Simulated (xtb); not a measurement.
xtb input:

```bash
xtb mol.xyz --gfn 1 --sp --chrg 1 --uhf 0
```
mol.xyz:
```
12

B      0.02870846    -0.11065372    -0.01025067
C      1.53436512    -0.34301877    -0.18008595
C     -1.16889662    -1.06564089     0.04959143
O     -0.34550205     1.33170113     0.12336529
H      1.73389199    -0.49694369    -1.24986466
H      1.84163127    -1.26902888     0.31013411
H      2.18723228     0.46433532     0.15828750
H     -2.14456639    -0.62878651    -0.17352182
H     -1.01301575    -1.92478203    -0.60600035
H     -1.22142631    -1.47830112     1.06688318
H     -1.26741515     1.63491068     0.20149100
H      0.31133120     2.05021380     0.13988923
```

Task: Which total energy does the run end on?

Result: -14.22063 Eh (GFN1-xTB).

It need not be the lowest isomer of its formula.
